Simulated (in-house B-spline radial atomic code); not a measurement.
A calculation on Pd IX (Pd8+) (an excited or competing configuration): its settings, and results tabulated from the run. Method: Dirac-Hartree-Fock, average of configuration, Fermi nucleus of rms radius 4.5318 fm. Calculated with a B-spline radial code for spherical atoms.

Command:
```bash
python run_scf.py task.json out
```
Settings (nuclear radius in fm, mass in u):
```
Z                46
configuration    [Kr] 4d1 6g1
hamiltonian      dirac
method           hf
spin_polarised   False
nucleus          fermi
rms_radius       4.5318
atomic_mass      105.90348
speed_of_light   137.035999084
```

Output (hartree, bohr):
```
 radial grid: 68 intervals, B-splines of order 8, outer radius 22.069 bohr

 iter        energy (Eh)    residual
    1       -5014.299549    7.25e-01
    2       -5022.401797    2.91e-01
    3       -5023.112883    8.39e-02
    4       -5023.187529    2.41e-02
    5       -5023.195475    1.18e-02
    6       -5023.196588    3.64e-04
    7       -5023.196590    3.73e-05
    8       -5023.196590    1.15e-06
    9       -5023.196590    5.68e-08

 total energy                     -5023.19659
 kinetic                            5248.9016
 electron-nucleus                 -11951.5610
 electron-electron                  1679.4628

 first-order corrections (not in the total)
   Gaunt                             3.6909
   retardation                      -0.3718
   frequency dependence             -0.0276
   self-energy                       2.4900
   Uehling                          -0.3042
   Wichmann-Kroll                    0.0054
   recoil                            0.0181

 orbital      occ     eigenvalue          <r>       <r^2>       <1/r>       <r^4>       r_max    small
 1s1/2      2.000      -906.2922    0.0318454  0.00137058     48.2395 4.88826e-06     0.02066  2.83e-02
 2s1/2      2.000      -140.7080     0.137708   0.0224219     11.1141 0.000869915      0.1167  5.94e-03
 2p1/2      2.000      -130.5560     0.117204   0.0168731     11.0562 0.000574265     0.09061  5.92e-03
 2p3/2      4.000      -124.6681     0.122123   0.0181924     10.4238 0.000657173     0.09474  5.69e-03
 3s1/2      2.000       -31.6630     0.375887    0.161652     3.89541   0.0399764      0.3403  1.68e-03
 3p1/2      2.000       -27.6112     0.368445    0.157708     3.79196   0.0399139      0.3276  1.61e-03
 3p3/2      4.000       -26.5449     0.378659    0.166365      3.6422   0.0442848       0.337  1.56e-03
 3d3/2      4.000       -19.4253     0.353142    0.148417     3.45702   0.0409913      0.2805  1.42e-03
 3d5/2      6.000       -19.2154     0.356492    0.151093     3.41785    0.042372      0.2833  1.41e-03
 4s1/2      2.000        -9.4028     0.896138    0.901095     1.53256     1.16403      0.8303  4.47e-04
 4p1/2      2.000        -7.9122     0.939055    0.995244     1.44091     1.44851      0.8612  4.07e-04
 4p3/2      4.000        -7.7068     0.959352     1.03815     1.40078     1.57264       0.881  3.94e-04
 4d3/2      0.400        -5.6520      1.06774     1.30238      1.2224     2.59164      0.9578  3.16e-04
 4d5/2      0.600        -5.6212      1.07448      1.3185     1.21304     2.65314      0.9645  3.13e-04
 6g7/2      0.444        -1.1368      4.79488     25.9884    0.258197      931.35       5.117  3.20e-05
 6g9/2      0.556        -1.1368      4.79471     25.9865    0.258207     931.225       5.117  3.20e-05

 Slater integrals (Eh)
   F0(4d3/2,4d3/2)               0.841708
   F2(4d3/2,4d3/2)               0.438179
   F0(4d3/2,4d5/2)               0.839029
   F2(4d3/2,4d5/2)               0.436881
   G2(4d3/2,4d5/2)               0.436597
   G4(4d3/2,4d5/2)               0.294040
   F0(4d3/2,6g7/2)               0.256368
   F2(4d3/2,6g7/2)               0.046509
   G2(4d3/2,6g7/2)               0.021773
   G4(4d3/2,6g7/2)               0.014706
   F0(4d3/2,6g9/2)               0.256378
   F2(4d3/2,6g9/2)               0.046515
   G4(4d3/2,6g9/2)               0.014710
   G6(4d3/2,6g9/2)               0.010934
   F0(4d5/2,4d5/2)               0.836386
   F2(4d5/2,4d5/2)               0.435641
   F4(4d5/2,4d5/2)               0.293412
   F0(4d5/2,6g7/2)               0.256320
   F2(4d5/2,6g7/2)               0.046918
   F4(4d5/2,6g7/2)               0.021724
   G2(4d5/2,6g7/2)               0.022157
   G4(4d5/2,6g7/2)               0.014973
   G6(4d5/2,6g7/2)               0.011132
   F0(4d5/2,6g9/2)               0.256330
   (list cut)
```

Time taken, with all properties: 1.3 s on 1 thread of Arm Neoverse V2, on a shared host.

For the Dirac Hamiltonian the kinetic term is c α·p + (β - 1)c².
